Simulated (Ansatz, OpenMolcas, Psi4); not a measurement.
# Strength of the Se–H bond: H2Se → HSe + H

Species: H2Se (hydrogen selenide) `[SeH2]`, singlet; HSe, doublet; H atom, doublet. 

Shapes, held fixed at every level: PBE0-D4/def2-TZVP. Programs: Ansatz 0.2.0, OpenMolcas 26.06, Psi4 1.11. A level may come from different programs for different species; with the same settings they agree closely. The zero-point and thermal change to 298 K, harmonic and unscaled (PBE0-D4/def2-TZVP), is -16.3 kJ/mol.

```
                             level                    kind  ΔH(298 K) (kJ/mol)  less CCSD(T)/def2-TZVPP
                       HF/def2-SVP            Hartree–Fock              +231.6                   -106.3
B3LYP/6-31G* (Cartesian functions)           global hybrid              +328.8                     -9.1
               B3LYP-D4/def2-TZVPP           global hybrid              +337.4                     -0.5
             r2SCAN0-D4/def2-TZVPP           global hybrid              +332.0                     -5.9
                wB97X-V/def2-TZVPP  range-separated hybrid              +338.5                     +0.6
                 B2PLYP/def2-TZVPP           double hybrid              +334.8                     -3.1
                  CCSD(T)/def2-SVP   coupled cluster or CI              +321.4                    -16.5
                CCSD(T)/def2-TZVPP   coupled cluster or CI              +337.9                      0.0
```

The highest level, CCSD(T)/def2-TZVPP, gives ΔH(298 K) = +337.9 kJ/mol; the levels span +231.6 to +338.5. The column of differences is taken from that level and isn't an error. Hartree–Fock misses the correlation of the pair that is broken and comes out low. No measured value is set beside it here. Open shells run unrestricted. Relativity is left out for Se. Outer-core shells of Se are correlated in most correlated rows, in sets that cover them unevenly.
